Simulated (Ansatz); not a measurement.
`O[SiH2]/C=C\[SiH](O)O` + silanol → `O[SiH](O)[SiH3]` + `O/C=C/[SiH2]O`  (redistribution)

Computed with Ansatz on PBE0-D4/def2-TZVP structures; ΔE is electronic, products minus reactants. CCSD(T)/CBS adds triple-zeta CCSD(T) − MP2 to the extrapolated MP2 energy (def2 sets, frozen cores). This one scheme is used for every species. Double bonds are as drawn, so ΔE can hold a change between cis and trans. DFT in def2-TZVPP. Each species was taken in one conformer, which may not be the lowest.

| level | ΔE (kcal/mol) |
| --- | --- |
| PBE | 26.5 |
| PBE0 | 28.9 |
| SCS-MP2/def2-TZVPP | 37.7 |
| CCSD/CBS(def2) | 36.6 |

Problem. What does CCSD(T)/CBS give? (Estimate.)

Solution. Computed: +36.4 kcal/mol. The listed levels differ from it by -9.9, -7.5, 1.3, 0.2 kcal/mol.

Largest T1 diagnostic among the species: 0.013.

The D4 term adds +2.4 kcal/mol with B3LYP and +1.3 kcal/mol with PBE0; it sums over pairs of atoms, weighted by their polarisabilities, and B3LYP, whose exchange is more repulsive, gets the larger term. From PBE to PBE0 (25 % exact exchange), in def2-TZVPP and without D4, ΔE moves by +2.5 kcal/mol.

B3LYP here is the variant with VWN-RPA as its local correlation; programs differ in this.
